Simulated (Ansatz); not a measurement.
Two structures of BH$_{5}$O$_{2}$F$_{2}$, singlet, reached by relaxing down either side of one saddle point (PBE0-D4/def2-TZVP). Energies are electronic, without zero-point energy. Ansatz 0.2.0; basis: def2-TZVPP and def2-QZVPP; cores frozen in the correlated methods. Extrapolation: Hartree–Fock as exp(−7.88 √X), correlation as X^−2.97. First:

```xyz
10
angstrom
B -1.0392 0.1128 -0.0520
H -1.0491 0.7385 0.9611
O -0.3399 -1.0745 -0.0701
O -1.6980 0.4586 -1.1780
H 1.9868 0.6182 0.5053
F 1.7638 1.4028 0.0416
H 1.0208 -1.1153 0.7212
F 1.8730 -0.9349 1.1206
H -0.3653 -1.5071 -0.9311
H -2.1529 1.3009 -1.1186
```

Second:

B1  (-0.288, 0.133, -0.970)
H2  (-0.860, -0.413, 2.002)
O3  (-0.037, -1.137, -1.338)
O4  (-1.522, 0.685, -1.002)
H5  (1.997, 0.296, 0.656)
F6  (0.770, 0.866, -0.566)
H7  (-0.119, -0.412, 2.096)
F8  (2.433, 0.004, 1.421)
H9  (-0.825, -1.617, -1.604)
H10  (-1.550, 1.595, -0.698)
(Å)

**Question.** Which bonds change from the first to the second?

**Answer.** BH₃O₂ ([OH][BH][OH]) + HF + HF → BH₂O₂F ([OH][B]([OH])[F]) + HF + H₂; bonds formed: B1–F6, H2–H7, H5–F8; bonds broken: B1–H2, H5–F6, H7–F8.

**Question.** Give the saddle point's structure and its height above each. (To be estimated.)

**Answer.** The calculation gives: 36.58 kcal/mol above the first and 53.15 kcal/mol above the second (CCSD(T) at an estimated basis limit (MP2 extrapolated from triple and quadruple zeta, plus CCSD(T) − MP2 in triple zeta)).
| atom | x (Å) | y (Å) | z (Å) |
| --- | --- | --- | --- |
| B1 | -0.4063 | -0.1216 | -0.3166 |
| H2 | -0.4270 | -0.2599 | 1.0284 |
| O3 | -0.2832 | -1.3807 | -0.8408 |
| O4 | -1.4204 | 0.7082 | -0.7335 |
| H5 | 1.5364 | 0.4289 | 0.4759 |
| F6 | 0.9972 | 0.6734 | -0.4800 |
| H7 | 0.5031 | -0.2143 | 1.3892 |
| F8 | 1.6197 | 0.0283 | 1.5600 |
| H9 | -0.7515 | -1.4703 | -1.6740 |
| H10 | -1.3679 | 1.6080 | -0.4087 |

No T1 diagnostic of these runs exceeds 0.013.

Labels in which every atom is bracketed show which atoms are joined, not bond orders.

For scale, one of the runs: CCSD(T)/def2-TZVPP, 225 basis functions, launched by `ansatz run in.yaml --threads 4 --pin off --events-out ev --progress --plain --max-ram 9574MiB`. Hardware: 4 CPU threads of an Intel Xeon, shared host. Wall time 2.7 min; peak host memory 4.2 GiB.
